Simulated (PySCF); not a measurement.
Job for PySCF: R-HF/3-21G on FH2NSi (SMILES N[Si]F), a point of a torsion scan.

```python
from pyscf import gto, scf, dft, mp
from pyscf.data.elements import chemcore

mol = gto.M(
    atom='''
    N    -0.63826959   -0.05985841    0.17872298
    Si    0.90088843   -0.77131445    0.40440989
    F     1.43859551    0.37098621    1.46176337
    H    -0.79228701    0.93700587    0.25436239
    H    -1.34407798   -0.49514696   -0.39084784
    ''',
    basis='3-21g',
    charge=0, spin=0, verbose=3, max_memory=1800)
mf = scf.RHF(mol)
mf.conv_tol = 1e-8
mf.max_cycle = 100
mf.kernel()
if not mf.converged:
    mf = mf.newton().run(mf.mo_coeff, mf.mo_occ)
```

**Question.** Predict the final total energy.

**Answer.** -441.6836 hartree.
